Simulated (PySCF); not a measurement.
ammonia borane cation (BH6N), SMILES [NH3+][BH3-] (connectivity only; charge and spin as stated), charge +1, multiplicity 2. The structure is a stationary point at PBE-D3(BJ)/def2-TZVP. The spin state was assumed, not searched.

The numbers are results of PBE-D3(BJ)/def2-TZVP (PySCF), not measurements.

Harmonic wavenumbers (cm⁻¹): 163, 583, 646, 756, 861, 938, 992, 1033, 1210, 1429, 1594, 1606, 2005, 2172, 2728, 3304, 3358, 3394. Rotational constants (GHz): 78.00, 19.15, 17.56; symmetry number 1.

**Question.** Work out the zero-point energy and the ideal-gas rigid-rotor harmonic-oscillator thermochemistry at 298.15 K and 1 atm.

**Answer.** ZPE = ½ Σ hcν = ½ × 28773 cm⁻¹ = 41.13 kcal/mol. H − E(el) = 44.27 kcal/mol. Entropy in cal/(mol K): translation 36.21, rotation 20.04, vibration 4.15, spin 1.38, total 61.79. G − E(el) = 25.85 kcal/mol. Cp = 14.72 cal/(mol K).
